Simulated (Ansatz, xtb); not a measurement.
# Ranking isomers of C2H9NOSi2

3 gas-phase structures of C2H9NOSi2, from a drawn sample of its isomers (lower ones may exist). Each was relaxed with GFN2-xTB; where two conformers were screened, the lower at r2SCAN-D4/def2-SVP//GFN2-xTB is listed:

A. `C/N=C\[SiH2]O[SiH3]`, a singlet
B. `C=CN([SiH3])[SiH2]O`, a singlet
C. `[SiH3]O[Si@@H]1CCN1`, a singlet

Q: Make a reasoned guess at their ranking by r2SCAN-D4/def2-SVP//GFN2-xTB single-point energy.

A: Calculated order at r2SCAN-D4/def2-SVP//GFN2-xTB: C (0.000), B (0.714), A (1.282) eV.

Energies above the lowest of each column, in eV; the last columns are at r2SCAN-D4/def2-SVP geometries and were run for some of them only (a dash: not run or not comparable):

```tsv
structure	GFN2-xTB	HF/STO-3G	r2SCAN-D4/def2-SVP//GFN2-xTB	r2SCAN-D4/def2-SVP	CCSD(T)/def2-SVP + ΔMP2/def2-TZVPP
C	0.000	0.000	0.000	0.000	0.000
B	0.790	1.242	0.714	0.772	0.727
A	0.796	1.635	1.282	–	–
```

Every level run on C puts it lowest or level with the lowest. Some further structures that were screened fall inside this span and aren't listed. Flexible structures stand in one conformer each, not always the lowest. Frequencies (GFN2-xTB) were run for B, C alone. ΔMP2 is the change of the MP2 energy from the smaller to the larger basis.

Programs: Ansatz 0.2.0, xtb 6.7.1.
